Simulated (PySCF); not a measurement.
## Ga: ionisation energy

Ga [Ar] 3d10 4s2 4p1 (2P) → Ga⁺ [Ar] 3d10 4s2 (1S), as a difference of total energies. All numbers are calculated (PySCF 2.14, the spin-free X2C one-electron Hamiltonian (Gaussian nucleus), in cc-pVTZ-DK). Correlated levels: valence: [Ar] 3d10 frozen. The calculations carry no spin-orbit coupling.

| method | ionisation energy (eV) |
| --- | --- |
| UHF | 5.519 |
| M06-2X | 5.823 |
| SCS-MP2 (valence) | 5.704 |
| CCSD (valence) | 5.781 |
| CCSD(T) (valence) | 5.804 |

Task: Estimate what BP86 gives.

Result: 6.091 eV, closest to M06-2X among the rows shown.

Task: Estimate what MP2 (valence) gives.

Result: 5.721 eV, closest to SCS-MP2 (valence) among the rows shown.

Errors of the correlated levels include the incompleteness of this basis and the frozen core.

For comparison: 5.931 eV (measured; NIST levels, between the centres of gravity of the two terms).
